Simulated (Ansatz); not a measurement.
Single points on VSCl3.

```yaml
crystal:
  periodic: [false, false, false]
  atoms:
    - {symbol: V, position_ang: [0.000034, -0.000045, 0.006001]}
    - {symbol: S, position_ang: [0.009855, -0.014817, 1.972661]}
    - {symbol: Cl, position_ang: [2.008876, 0.009763, -0.669598]}
    - {symbol: Cl, position_ang: [-1.013481, 1.745122, -0.641425]}
    - {symbol: Cl, position_ang: [-1.005284, -1.740023, -0.667640]}
basis:
  gaussian: {orbitals: def2-TZVP, initial_orbitals: start.molden}
hamiltonian: {xc: {name: PBE-QIDH}}
scf: {omitted_lower_state_checks: [starts]}
```

The file start.molden holds the orbitals of an earlier run on this structure, at another level or in another basis.

```sh
$ ansatz run in.yaml --threads 4 --pin off --events-out ev --progress --plain --max-ram 3916MiB
```

Shortened log:

```
Functional definition: PBE-QIDH
1236 factors; integrals over basis functions are off by at most 1.0e-3 eV
mean field evaluation 1: about -74047.5639 eV, gradient 3.0e1 eV
mean field evaluation 2: about -74048.1263 eV, gradient 1.2e0 eV
mean field evaluation 4: about -74048.6281 eV, gradient 7.8e-2 eV
mean field evaluation 8: about -74048.6284 eV, gradient 1.1e-6 eV
mean field -74048.62843626 eV, -2721.2369030695 hartree, gradient 1.6e-6 eV, S^2 0.000000; 0 other end points of the search recorded, 0 dependent functions left out; unrestricted orbitals would lower it
25 core orbitals not correlated: weight in the atoms' cores, before any rotation towards them, 1.000 or more for the frozen orbitals, at most 0.000 for the correlated occupied ones
reference -74048.62844937 eV, -2721.2369035514 hartree; 20, 20 occupied and 148, 148 virtual orbitals, 1236 factors
second order -44.56653925 eV of doubles, -0.00000000 eV of singles
Total energy: -74063.48396246 eV, -2721.7828335878 hartree
Checks for a lower state left out: starts
```

Hardware: 4 threads of Arm Neoverse V2 on a shared host. Wall time 7 s.

As the first input, with `hamiltonian: {xc: pbe}`, `correlation: {method: rpa}` (abridged; 4.6 s):

```
Functional definition: PBE
mean field -74073.03620892 eV, -2722.1338721704 hartree, gradient 2.1e-6 eV, S^2 0.000000
25 core orbitals not correlated: weight in the atoms' cores, before any rotation towards them, 1.000 or more for the frozen orbitals, at most 0.000 for the correlated occupied ones
Total energy: -74037.82322619 eV, -2720.8398189233 hartree
Checks for a lower state left out: starts
```

The first input with `gaussian: {orbitals: def2-TZVPD, initial_orbitals: start.molden}`, `hamiltonian: {xc: pbe0, dispersion: d4}`, `output: {orbitals: {seedname: orbitals}}` (abridged; 6.5 s):

```
Functional definition: PBE0
mean field -74075.75902313 eV, -2722.2339337471 hartree, gradient 6.7e-6 eV, S^2 0.000000
Total energy: -74075.97215523 eV, -2722.2417662076 hartree
Checks for a lower state left out: starts
```

As the first input, with `gaussian: {orbitals: 6-31G}`, `hamiltonian: {xc: hf}`, `output: {orbitals: {seedname: orbitals}}` (abridged; 0.85 s):

```
Functional definition: HF
mean field evaluation 16: about -73979.5774 eV, gradient 1.2e-5 eV
mean field -73979.57736626 eV, -2718.6993230514 hartree, gradient 1.5e-5 eV, S^2 0.000000
Total energy: -73979.57736626 eV, -2718.6993230514 hartree
Checks for a lower state left out: starts
```

First input, but with `gaussian: {orbitals: def2-TZVPD, initial_orbitals: start.molden}`, `hamiltonian: {xc: pbe, dispersion: d4}`, `output: {orbitals: {seedname: orbitals}}` (abridged; 3.8 s):

```
Functional definition: PBE
mean field -74073.09607066 eV, -2722.1360720490 hartree, gradient 2.7e-5 eV, S^2 0.000000
Total energy: -74073.34161928 eV, -2722.1450957944 hartree
Checks for a lower state left out: starts
```

As the first input, with `gaussian: {orbitals: def2-TZVPD, initial_orbitals: start.molden}`, `hamiltonian: {xc: r2scan, dispersion: d4}`, `output: {orbitals: {seedname: orbitals}}` (abridged; 8 s):

```
Functional definition: r2SCAN
mean field -74094.82455736 eV, -2722.9345792071 hartree, gradient 1.1e-5 eV, S^2 0.000000
Total energy: -74094.87872207 eV, -2722.9365697235 hartree
Checks for a lower state left out: starts
```

Geometry: PBE0-D4/def2-SVP.

The 6-31G sets use Cartesian d functions. Correlated methods freeze 25 core orbitals; core or outer-core shells of V are correlated, in sets that lack core-valence functions. At PBE-QIDH/def2-TZVP the restricted singlet (for correlated methods, its reference) is unstable: a solution with broken spin symmetry lies lower. The restricted singlet is unstable towards broken spin symmetry at other levels; at PBE0-D4/def2-TZVPD, PBE-D4/def2-TZVPD, r2SCAN-D4/def2-TZVPD this wasn't settled. The restricted singlet is unstable towards broken spin symmetry in Hartree–Fock (as tested in another run); at HF/6-31G this wasn't settled. The geometry of the singlet was relaxed on an unsound state (restricted singlet, unstable towards broken spin symmetry at other levels and untested here).
